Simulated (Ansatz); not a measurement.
## Nudged elastic band run: CH₈GeNOSb

The input (input.yaml):

```yaml
crystal:
  periodic: [false, false, false]
  atoms:
    - { symbol: C, position_ang: [-0.632622, -1.460839, 1.595547] }
    - { symbol: Ge, position_ang: [0.187233, -0.05949, 0.513933] }
    - { symbol: O, position_ang: [1.730942, -0.807029, -0.071058] }
    - { symbol: "N", position_ang: [-0.952081, 0.41339, -0.876458] }
    - { symbol: Sb, position_ang: [-0.431091, 1.812222, -2.327791] }
    - { symbol: H, position_ang: [-0.812336, -2.358327, 0.971977] }
    - { symbol: H, position_ang: [-1.595258, -1.111788, 2.015487] }
    - { symbol: H, position_ang: [0.045575, -1.741274, 2.424456] }
    - { symbol: H, position_ang: [0.496466, 1.271612, 1.257789] }
    - { symbol: H, position_ang: [2.224667, -0.178349, -0.630548] }
    - { symbol: H, position_ang: [-1.387761, -0.401229, -1.330172] }
    - { symbol: H, position_ang: [-0.155839, 3.065489, -1.155131] }
    - { symbol: H, position_ang: [1.302604, 1.520712, -2.373231] }
basis:
  gaussian: { orbitals: def2-SVP }
hamiltonian:
  xc: pbe
neb:
  order_check: false
  images: 5
  f_tol: 0.03
  max_iterations: 60
  final_atoms:
    - { symbol: C, position_ang: [-0.71133943, -0.98098174, 1.54307686] }
    - { symbol: Ge, position_ang: [0.60014915, -0.28404111, 0.26994159] }
    - { symbol: O, position_ang: [1.78152137, -1.64123227, 0.09869086] }
    - { symbol: "N", position_ang: [-0.05762408, 0.10297468, -1.42238511] }
    - { symbol: Sb, position_ang: [-0.82405954, 1.93489927, -2.03311925] }
    - { symbol: H, position_ang: [-1.14609534, -1.92333359, 1.15637633] }
    - { symbol: H, position_ang: [-1.52344004, -0.24530682, 1.70354647] }
    - { symbol: H, position_ang: [-0.22072561, -1.19208043, 2.51358112] }
    - { symbol: H, position_ang: [1.28770058, 1.03487048, 0.73267452] }
    - { symbol: H, position_ang: [2.42795402, -1.42428332, -0.59913868] }
    - { symbol: H, position_ang: [-0.58374538, -0.66613961, -1.85640428] }
    - { symbol: H, position_ang: [-1.60316822, 2.43123389, -0.54126537] }
    - { symbol: H, position_ang: [0.59337154, 2.81852057, -1.55077505] }
  initial_path:
    images:
      - { positions_ang: [[-0.632622, -1.460839, 1.595547], [0.187233, -0.05949, 0.513933], [1.730942, -0.807029, -0.071058], [-0.952081, 0.41339, -0.876458], [-0.431091, 1.812222, -2.327791], [-0.812336, -2.358327, 0.971977], [-1.595258, -1.111788, 2.015487], [0.045575, -1.741274, 2.424456], [0.496466, 1.271612, 1.257789], [2.224667, -0.178349, -0.630548], [-1.387761, -0.401229, -1.330172], [-0.155839, 3.065489, -1.155131], [1.302604, 1.520712, -2.373231]] }
      - { positions_ang: [[-0.66175041, -1.36119611, 1.45819652], [0.39405037, -0.102485, 0.51703315], [1.86376581, -0.98660207, 0.07488504], [-0.45667608, 0.46627822, -0.9668019], [-0.5878967, 1.91394459, -1.84185771], [-0.8951784, -2.2003132, 0.79870465], [-1.58820331, -0.87162021, 1.77791251], [-0.13712494, -1.68282361, 2.33461685], [0.73320312, 1.16186544, 1.36124342], [2.4602749, -0.38738447, -0.38610937], [-0.93891763, -0.32502203, -1.44974405], [-0.2861301, 2.95410994, -1.60835381], [0.12108236, 1.38634852, -2.05492529]] }
      - { positions_ang: [[-0.69087882, -1.26155321, 1.32084604], [0.60086775, -0.14548001, 0.52013331], [1.99658961, -1.16617513, 0.22082808], [0.03872884, 0.51916644, -1.05714581], [-0.7447024, 2.01566717, -1.35592442], [-0.9780208, -2.04229941, 0.62543229], [-1.58114863, -0.63145243, 1.54033801], [-0.31982488, -1.62437323, 2.24477769], [0.96994024, 1.05211888, 1.46469784], [2.6958828, -0.59641994, -0.14167074], [-0.49007425, -0.24881507, -1.5693161], [-0.41642119, 2.84273087, -2.06157661], [-1.06043927, 1.25198505, -1.73661959]] }
      - { positions_ang: [[-0.72000723, -1.16191032, 1.18349556], [0.80768512, -0.18847501, 0.52323346], [2.12941342, -1.3457482, 0.36677112], [0.53413377, 0.57205466, -1.14748971], [-0.9015081, 2.11738976, -0.86999113], [-1.0608632, -1.88428561, 0.45215994], [-1.57409394, -0.39128464, 1.30276352], [-0.50252482, -1.56592284, 2.15493854], [1.20667736, 0.94237231, 1.56815226], [2.93149069, -0.8054554, 0.1027679], [-0.04123088, -0.1726081, -1.68888815], [-0.54671229, 2.73135181, -2.51479942], [-2.24196091, 1.11762157, -1.41831388]] }
      - { positions_ang: [[-0.71711796, -1.10160079, 1.303356], [0.73850646, -0.22033038, 0.43880284], [2.0134494, -1.44424289, 0.27741103], [0.33688115, 0.41569467, -1.23912151], [-0.87569191, 2.0565596, -1.25770051], [-1.08927391, -1.8973016, 0.68689873], [-1.5572093, -0.34262537, 1.43635783], [-0.40859175, -1.4413087, 2.27448607], [1.2336851, 0.97320504, 1.28965968], [2.76364513, -1.01173137, -0.13120096], [-0.22206905, -0.3371186, -1.74472686], [-0.89886427, 2.6313125, -1.85695474], [-1.29685009, 1.68458791, -1.4624676]] }
      - { positions_ang: [[-0.7142287, -1.04129127, 1.42321643], [0.66932781, -0.25218574, 0.35437221], [1.89748539, -1.54273758, 0.18805095], [0.13962853, 0.25933467, -1.33075331], [-0.84987573, 1.99572943, -1.64540988], [-1.11768463, -1.9103176, 0.92163753], [-1.54032467, -0.29396609, 1.56995215], [-0.31465868, -1.31669457, 2.39403359], [1.26069284, 1.00403776, 1.0111671], [2.59579958, -1.21800734, -0.36516982], [-0.40290721, -0.5016291, -1.80056557], [-1.25101624, 2.5312732, -1.19911006], [-0.35173928, 2.25155424, -1.50662133]] }
      - { positions_ang: [[-0.71133943, -0.98098174, 1.54307686], [0.60014915, -0.28404111, 0.26994159], [1.78152137, -1.64123227, 0.09869086], [-0.05762408, 0.10297468, -1.42238511], [-0.82405954, 1.93489927, -2.03311925], [-1.14609534, -1.92333359, 1.15637633], [-1.52344004, -0.24530682, 1.70354647], [-0.22072561, -1.19208043, 2.51358112], [1.28770058, 1.03487048, 0.73267452], [2.42795402, -1.42428332, -0.59913868], [-0.58374538, -0.66613961, -1.85640428], [-1.60316822, 2.43123389, -0.54126537], [0.59337154, 2.81852057, -1.55077505]] }
```

Run as:

```bash
$ ansatz run input.yaml --threads 2 --pin off --max-ram 3072MiB --backend cpu --events-out ev --progress --plain --runs-dir out
```

Output, in part (warnings, iteration lines, the closing report on the highest movable image, with atoms numbered from 0):

```
NEB end point (image 0): max|allowed force component| = 6.347e-3 eV/Å (the criterion of neb.relax_end_points is 1.000e-2)
NEB end point (image 6): max|allowed force component| = 1.514e-2 eV/Å (the criterion of neb.relax_end_points is 1.000e-2)
NEB iter   1: max|band force component| = 3.028e2 eV/Å  barrier→ = 119.1974 eV  barrier← = 119.1616 eV  Δτ_max = 0.2000 Å  (209 SCF iters)
NEB iter   2: max|band force component| = 1.387e2 eV/Å  barrier→ = 66.6769 eV  barrier← = 66.6410 eV  Δτ_max = 0.1984 Å  (167 SCF iters)
NEB iter   3: max|band force component| = 6.547e1 eV/Å  barrier→ = 39.6997 eV  barrier← = 39.6638 eV  Δτ_max = 0.1998 Å  (178 SCF iters)
NEB iter   4: max|band force component| = 4.555e1 eV/Å  barrier→ = 20.9727 eV  barrier← = 20.9368 eV  Δτ_max = 0.1958 Å  (175 SCF iters)
NEB iter   5: max|band force component| = 2.893e1 eV/Å  barrier→ = 11.2332 eV  barrier← = 11.1973 eV  Δτ_max = 0.1964 Å  (167 SCF iters)
NEB iter   6: max|band force component| = 1.841e1 eV/Å  barrier→ = 6.7764 eV  barrier← = 6.7406 eV  Δτ_max = 0.2000 Å  (166 SCF iters)
NEB iter   7: max|band force component| = 9.892e0 eV/Å  barrier→ = 4.0182 eV  barrier← = 3.9824 eV  Δτ_max = 0.1011 Å  (167 SCF iters)
NEB iter   8: max|band force component| = 5.880e0 eV/Å  barrier→ = 2.7559 eV  barrier← = 2.7201 eV  Δτ_max = 0.1995 Å  (155 SCF iters)
NEB iter   9: max|band force component| = 3.127e0 eV/Å  barrier→ = 1.6526 eV  barrier← = 1.6167 eV  Δτ_max = 0.2000 Å  (152 SCF iters)
NEB iter  10: max|band force component| = 1.483e0 eV/Å  barrier→ = 1.4587 eV  barrier← = 1.4229 eV  Δτ_max = 0.0993 Å  (155 SCF iters)
NEB iter  11: max|band force component| = 9.376e-1 eV/Å  barrier→ = 1.1812 eV  barrier← = 1.1454 eV  Δτ_max = 0.1985 Å  (153 SCF iters)
NEB iter  12: max|band force component| = 7.354e-1 eV/Å  barrier→ = 0.7003 eV  barrier← = 0.6645 eV  Δτ_max = 0.2000 Å  (155 SCF iters)
NEB iter  13: max|band force component| = 5.473e-1 eV/Å  barrier→ = 0.3805 eV  barrier← = 0.3447 eV  Δτ_max = 0.1971 Å  (151 SCF iters)
NEB iter  14: max|band force component| = 4.241e-1 eV/Å  barrier→ = 0.2237 eV  barrier← = 0.1879 eV  CI = image 5  Δτ_max = 0.2000 Å  (150 SCF iters)
NEB iter  15: max|band force component| = 5.656e-1 eV/Å  barrier→ = 0.2222 eV  barrier← = 0.1864 eV  CI = image 5  Δτ_max = 0.0994 Å  (146 SCF iters)
NEB iter  16: max|band force component| = 1.922e-1 eV/Å  barrier→ = 0.1867 eV  barrier← = 0.1509 eV  CI = image 5  Δτ_max = 0.2000 Å  (148 SCF iters)
NEB iter  17: max|band force component| = 2.296e-1 eV/Å  barrier→ = 0.1839 eV  barrier← = 0.1481 eV  CI = image 5  Δτ_max = 0.1008 Å  (154 SCF iters)
NEB iter  18: max|band force component| = 3.542e-1 eV/Å  barrier→ = 0.1896 eV  barrier← = 0.1538 eV  CI = image 5  Δτ_max = 0.0503 Å  (147 SCF iters)
NEB iter  19: max|band force component| = 3.024e-1 eV/Å  barrier→ = 0.1891 eV  barrier← = 0.1532 eV  CI = image 5  Δτ_max = 0.1000 Å  (150 SCF iters)
NEB iter  20: max|band force component| = 2.336e-1 eV/Å  barrier→ = 0.1874 eV  barrier← = 0.1515 eV  CI = image 5  Δτ_max = 0.0750 Å  (149 SCF iters)
NEB iter  21: max|band force component| = 1.718e-1 eV/Å  barrier→ = 0.1814 eV  barrier← = 0.1456 eV  CI = image 5  Δτ_max = 0.0998 Å  (151 SCF iters)
NEB iter  22: max|band force component| = 1.078e-1 eV/Å  barrier→ = 0.1778 eV  barrier← = 0.1420 eV  CI = image 5  Δτ_max = 0.0710 Å  (150 SCF iters)
NEB iter  23: max|band force component| = 1.121e-1 eV/Å  barrier→ = 0.1740 eV  barrier← = 0.1382 eV  CI = image 5  Δτ_max = 0.0357 Å  (151 SCF iters)
NEB iter  24: max|band force component| = 7.473e-2 eV/Å  barrier→ = 0.1725 eV  barrier← = 0.1367 eV  CI = image 5  Δτ_max = 0.0358 Å  (152 SCF iters)
NEB iter  25: max|band force component| = 5.612e-2 eV/Å  barrier→ = 0.1720 eV  barrier← = 0.1362 eV  CI = image 5  Δτ_max = 0.0357 Å  (152 SCF iters)
NEB iter  26: max|band force component| = 4.301e-2 eV/Å  barrier→ = 0.1718 eV  barrier← = 0.1360 eV  CI = image 5  Δτ_max = 0.0357 Å  (153 SCF iters)
NEB iter  27: max|band force component| = 3.538e-2 eV/Å  barrier→ = 0.1718 eV  barrier← = 0.1359 eV  CI = image 5  Δτ_max = 0.0349 Å  (153 SCF iters)
NEB iter  28: max|band force component| = 2.939e-2 eV/Å  barrier→ = 0.1717 eV  barrier← = 0.1359 eV  CI = image 5  Δτ_max = 0.0051 Å  (256 SCF iters)
NEB iter  29: max|band force component| = 2.939e-2 eV/Å  barrier→ = 0.1717 eV  barrier← = 0.1359 eV  CI = image 5  Δτ_max = 0.0000 Å  (54 SCF iters)
Total energy: -67735.62650009 eV, -2489.2383610217 hartree
Atom 0 at    -0.687743    -0.951198     1.470791 Å, force     0.002851     0.000759    -0.000954 eV/Å
Atom 1 at     0.746954    -0.298794     0.311221 Å, force     0.002507    -0.004207    -0.001077 eV/Å
Atom 2 at     1.820425    -1.738009     0.113052 Å, force    -0.003439     0.006730    -0.002979 eV/Å
Atom 3 at     0.239795     0.249953    -1.387159 Å, force    -0.001914     0.001187     0.006330 eV/Å
Atom 4 at    -0.243136     2.243681    -1.833180 Å, force     0.006009     0.001756    -0.008492 eV/Å
Atom 5 at    -1.235616    -1.771011     0.966626 Å, force    -0.000825    -0.000822     0.000369 eV/Å
Atom 6 at    -1.395953    -0.133725     1.707469 Å, force    -0.001516    -0.000140     0.000019 eV/Å
Atom 7 at    -0.260037    -1.342636     2.414597 Å, force     0.000197     0.001734     0.000243 eV/Å
Atom 8 at     1.522155     0.917879     0.903955 Å, force     0.000783    -0.000397     0.000432 eV/Å
Atom 9 at     2.467425    -1.558997    -0.595062 Å, force     0.000534    -0.002983     0.002219 eV/Å
Atom 10 at    -0.436413    -0.389765    -1.825546 Å, force    -0.000933     0.001568    -0.002584 eV/Å
Atom 11 at    -1.961273     1.980935    -2.042166 Å, force     0.000310    -0.001254     0.003904 eV/Å
Atom 12 at    -0.556085     2.756786    -0.189799 Å, force    -0.004565    -0.003931     0.002569 eV/Å
Dipole moment:    -0.194949     0.201202    -0.173504 e Å
```

The run converged. The band force fell under the threshold earlier too, but the program's further tests of the path sent the band on. The profile has 2 maxima (images 1, 5) with wells between them (image 3): this band takes more than one step, which may be the mechanism or a detour left from its start path. A vibrational analysis at the climbing image gives one clearly imaginary mode, 164i cm⁻¹: a first-order saddle point.

Final band (atoms are numbered from 1 in the order of the input):

```
image  path coordinate (Å)  energy (eV)  dihedral O3–Ge2–N4–Sb5 (°)
    0                 0.00        0.000                         -62
    1                 1.91        0.123                         -96
    2                 3.81        0.078                         -93
    3                 5.72        0.034                        -105
    4                 7.62        0.066                        -142
    5                 9.53        0.172                        -152
    6                12.00        0.036                        -155
```

Run time: 8.4 min on 2 threads of Arm Neoverse V1, on a shared host, peak memory 0.2 GiB.
